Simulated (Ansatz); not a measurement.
[Dy(NH3)6]3+ (DyN₆H₁₈³⁺), relaxed as a sextet with UKS r2SCAN-D4/def2-SVP in Ansatz, starting from the GFN2-xTB geometry. Force threshold 0.03 eV/Å.

In the def2 sets Dy takes a core potential; there is no spin–orbit coupling. With an open 4f shell the SCF may have ended on a state above the lowest.

Start:

Cartesian coordinates in Å:
```
Dy 0.000 0.002 -0.004
N -1.525 -0.715 -1.958
H -1.142 -1.459 -2.558
H -1.764 0.030 -2.625
H -2.442 -1.085 -1.674
N 1.509 0.721 1.968
H 1.141 1.499 2.533
H 2.449 1.044 1.700
H 1.700 -0.010 2.667
N 2.062 -0.789 -1.344
H 2.349 -1.761 -1.166
H 2.922 -0.250 -1.171
H 1.961 -0.754 -2.368
N -2.051 0.785 1.354
H -1.995 0.612 2.367
H -2.946 0.354 1.088
H -2.246 1.794 1.295
N -0.232 -2.358 1.016
H -0.577 -3.073 0.361
H -0.883 -2.429 1.810
H 0.636 -2.770 1.384
N 0.236 2.355 -1.041
H 0.634 3.059 -0.405
H -0.640 2.789 -1.361
H 0.845 2.407 -1.869
```

**Question.** Estimate the energy that the relaxation releases and the steps that it takes.

**Answer.** 3.7 kcal/mol, in 5 steps; 11 min on 4 threads of Intel Xeon on a shared host. No frequencies were taken in this run, so the end may be a saddle point.

**Question.** Does the start keep its bonding?

**Answer.** By distances, no bond broke or formed. The bond that changes most is Dy1–N6, from 2.59 to 2.48 Å (atoms count from 1).

**Question.** Predict the relaxed structure.

**Answer.** 
```xyz
25

Dy    0.000   -0.001   -0.002
N    -1.485   -0.689   -1.868
H    -1.101   -1.420   -2.486
H    -1.744    0.058   -2.531
H    -2.399   -1.078   -1.591
N     1.447    0.690    1.892
H     1.092    1.482    2.449
H     2.400    0.993    1.641
H     1.618   -0.034    2.607
N     2.013   -0.744   -1.279
H     2.318   -1.713   -1.103
H     2.874   -0.202   -1.111
H     1.925   -0.717   -2.306
N    -1.974    0.772    1.320
H    -1.933    0.584    2.333
H    -2.881    0.365    1.049
H    -2.160    1.785    1.285
N    -0.226   -2.281    0.954
H    -0.535   -3.009    0.291
H    -0.906   -2.369    1.724
H     0.632   -2.687    1.357
N     0.224    2.253   -1.019
H     0.658    2.970   -0.418
H    -0.656    2.701   -1.314
H     0.800    2.290   -1.874
```
Bond lengths: 6 × Dy–N 2.48 to 2.50 Å; 18 × H–N 1.03 Å.
